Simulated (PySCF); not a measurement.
# Stretching NdH

Set-up: PySCF, spin-free X2C with a Gaussian nucleus, basis sets Nd x2c-TZVPPall, H x2c-TZVPPall. Energies in eV from Nd (4f4 6s2) + H in their ground configurations at the same level. State: sextet, about 4.0 electrons in the 4f shell (Mulliken), real f orbitals that mix terms.

```json
{"R (Å)": "1.829", "r²SCANh": "-2.048", "BP86": "-2.021"}
{"R (Å)": "1.914", "r²SCANh": "-2.237", "BP86": "-2.198"}
{"R (Å)": "1.999", "r²SCANh": "-2.347", "BP86": "-2.299"}
{"R (Å)": "2.063", "r²SCANh": "-2.389", "BP86": "-2.335"}
{"R (Å)": "2.127", "r²SCANh": "-2.402", "BP86": "-2.343"}
{"R (Å)": "2.191", "r²SCANh": "-2.391", "BP86": "-2.329"}
{"R (Å)": "2.276", "r²SCANh": "-2.346", "BP86": "-2.282"}
{"R (Å)": "2.382", "r²SCANh": "-2.254", "BP86": "-2.189"}
{"R (Å)": "2.510", "r²SCANh": "-2.107", "BP86": "-2.044"}
{"R (Å)": "2.680", "r²SCANh": "-1.873", "BP86": "-1.818"}
```

**Question.** Put a parabola through the three lowest points of the r²SCANh curve and estimate Re, k and ωe (reduced mass 1.001 u; 1 eV/Å² = 0.16022 mdyn/Å; ωe = 1302.8·√(k/μ) cm⁻¹).

**Answer.** Through R = 2.063, 2.127, 2.191 Å the second-order coefficient is 2.93 eV/Å², so Re ≈ 2.130 Å, k ≈ 0.939 mdyn/Å and ωe ≈ 1262 cm⁻¹. A polynomial fit of higher order to the unrounded r²SCANh energies gives Re = 2.127 Å, k = 0.933 mdyn/Å, ωe = 1258 cm⁻¹; anharmonicity and rounding make the difference.

The higher-order fit for each curve: r²SCANh: Re = 2.127 Å, ωe = 1258 cm⁻¹, De = 2.40 eV; BP86: Re = 2.117 Å, ωe = 1248 cm⁻¹, De = 2.34 eV.

These are scalar-relativistic numbers at best; spin–orbit coupling would shift them, the dissociation energy most. Counting both spins, an empty level lies below a filled one in some of these solutions, because spin and occupation are held. The state is the lowest single determinant that the PBE0 search found; with open d or f shells the true ground state can be another one.
